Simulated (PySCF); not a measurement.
**Arsenic: a sound run and one with changed settings**

Sound run: As [Ar] 3d10 4s2 4p3, As+ [Ar] 3d10 4s2 4p2. All numbers are calculated (PySCF 2.14, scalar relativity by spin-free X2C-1e, in x2c-TZVPall (6s5p4d1f, 48 functions)). In the sound run the correlated levels freeze [Ar] 3d10. The sound run starts from symmetry-adapted Hartree-Fock orbitals and uses a fine grid where one is needed.

Changed run: the non-relativistic Hamiltonian (point nucleus). This setting is unsound on purpose.

| species | method | sound run (hartree) | changed run (hartree) | converged |
| --- | --- | --- | --- | --- |
| As | UHF | -2259.01013 | -2222.70816 | yes |
| As | PBE | -2260.39062 | -2224.11603 | yes |
| As | M06-2X | -2260.78364 | -2224.52083 | yes |
| As | MP2 | -2259.08025 | -2222.77924 | yes |
| As | CCSD(T) | -2259.09684 | -2222.79643 | yes |
| As+ | UHF | -2258.66337 | -2222.35943 | yes |
| As+ | PBE | -2260.02687 | -2223.75016 | yes |
| As+ | M06-2X | -2260.42559 | -2224.16120 | yes |
| As+ | MP2 | -2258.71611 | -2222.41306 | yes |
| As+ | CCSD(T) | -2258.73266 | -2222.43051 | yes |

Ionisation energy of As:

```json
{"method": "UHF", "sound run (eV)": "9.436", "changed run (eV)": "9.489"}
{"method": "PBE", "sound run (eV)": "9.898", "changed run (eV)": "9.956"}
{"method": "M06-2X", "sound run (eV)": "9.743", "changed run (eV)": "9.786"}
{"method": "MP2", "sound run (eV)": "9.909", "changed run (eV)": "9.964"}
{"method": "SCS-MP2", "sound run (eV)": "9.763", "changed run (eV)": "9.820"}
{"method": "CCSD", "sound run (eV)": "9.879", "changed run (eV)": "9.926"}
{"method": "CCSD(T)", "sound run (eV)": "9.910", "changed run (eV)": "9.957"}
```

Most of the change in total energy is the relativistic energy itself. On top of that the contraction fixes the core shape for the Hamiltonian it was made with, so the changed run is not a good calculation with the other Hamiltonian either.

For comparison, NIST gives 9.789 eV between the lowest levels.
